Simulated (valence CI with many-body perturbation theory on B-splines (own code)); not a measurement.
Energy levels of Er62+

Calculated by relativistic CI+MBPT: four valence electrons over a frozen Dirac-Fock core [He], a basis of 11 s, 11 p, 9 d, 7 f, 5 g, 2 h, 1 i functions for each j, with the one-electron correlation potential Σ1, the two-electron term Σ2, the three-electron term Σ3, Breit, model QED; selected CI, second order for the rest (own B-spline code, finite nucleus).

No measured spectrum was set against this ion. As an estimate, large intervals hold to a few tenths of a per cent, small ones and those within an open d or f shell to about a per cent. Among the levels kept, up to 270 cm⁻¹ of a level comes from second order outside the variational space, and about a tenth of that is noise between levels of different J, which matters for small intervals.

Levels 91 to 112 of 112, with energies above the lowest level, (2s^2 2p1/2^2) J=0. "Leading %" is the weight of the configuration and term that name the level; weights of strongly mixed levels are sums over their largest components and can fall short. In the jj column 3d3/2^4 stands for four electrons in 3d with j = 3/2.

```
No.  Configuration  Term  J  E (eV)  Leading %      g  Second component                    Leading jj
 91        2s2p²3d    ³G  4   10186         34  1.146   24 % 2s2p²3d ⁵F   2s 2p1/2 2p3/2 3d3/2 (94 %)
 92        2s2p²3d    ³D  3   10194         31  1.255   27 % 2s2p²3d ³F   2s 2p1/2 2p3/2 3d3/2 (96 %)
 93        2s2p²3p   ³P°  0   10195         80         20 % 2s2p²3p ¹S°  2s 2p1/2 2p3/2 3p3/2 (100 %)
 94        2s2p²3p   ¹D°  2   10198         41  1.091  22 % 2s2p²3p ³D°   2s 2p1/2 2p3/2 3p3/2 (99 %)
 95        2s2p²3p   ³P°  1   10200         32  1.364  31 % 2s2p²3p ³S°   2s 2p1/2 2p3/2 3p3/2 (98 %)
 96        2s2p²3d    ³D  2   10203         32  1.320   19 % 2s2p²3d ⁵P   2s 2p1/2 2p3/2 3d3/2 (95 %)
 97        2s2p²3p   ³P°  1   10205         51  1.193  26 % 2s2p²3p ¹P°   2s 2p1/2 2p3/2 3p3/2 (99 %)
 98        2s2p²3d    ⁵P  1   10212         31  1.780   30 % 2s2p²3d ³P   2s 2p1/2 2p3/2 3d3/2 (94 %)
 99        2s2p²3d    ⁵D  4   10216         47  1.372   32 % 2s2p²3d ⁵F   2s 2p1/2 2p3/2 3d5/2 (98 %)
100        2s2p²3d    ³F  2   10234         46  1.098   22 % 2s2p²3d ⁵D   2s 2p1/2 2p3/2 3d5/2 (71 %)
101        2s2p²3d    ³F  3   10245         42  1.273   27 % 2s2p²3d ⁵P   2s 2p1/2 2p3/2 3d5/2 (92 %)
102        2s2p²3d    ¹P  1   10245         24  0.881   22 % 2s2p²3d ⁵F   2s 2p1/2 2p3/2 3d3/2 (54 %)
103        2s2p²3d    ³F  2   10248         46  1.090   41 % 2s2p²3d ³P   2s 2p1/2 2p3/2 3d3/2 (60 %)
104        2s2p²3d    ³G  3   10250         45  0.897   30 % 2s2p²3d ¹F   2s 2p1/2 2p3/2 3d3/2 (96 %)
105        2s2p²3d    ³G  5   10254         62  1.254   38 % 2s2p²3d ⁵F  2s 2p1/2 2p3/2 3d5/2 (100 %)
106        2s2p²3d    ³D  1   10264         69  0.812   16 % 2s2p²3d ³P   2s 2p1/2 2p3/2 3d3/2 (68 %)
107        2s2p²3d    ³F  2   10274         33  1.008   20 % 2s2p²3d ¹D   2s 2p1/2 2p3/2 3d3/2 (91 %)
108        2s2p²3d    ³D  1   10275         64  0.819   20 % 2s2p²3d ³P   2s 2p1/2 2p3/2 3d3/2 (59 %)
109        2s2p²3d    ³D  3   10277         60  1.254   16 % 2s2p²3d ¹F   2s 2p1/2 2p3/2 3d5/2 (98 %)
110        2s2p²3d    ³P  0   10281         90           9 % 2s2p²3d ¹S   2s 2p1/2 2p3/2 3d3/2 (92 %)
111        2s2p²3d    ³F  4   10282         57  1.199   24 % 2s2p²3d ¹G   2s 2p1/2 2p3/2 3d5/2 (96 %)
112        2s2p²3d    ¹D  2   10289         48  1.090   18 % 2s2p²3d ³D   2s 2p1/2 2p3/2 3d5/2 (82 %)
```
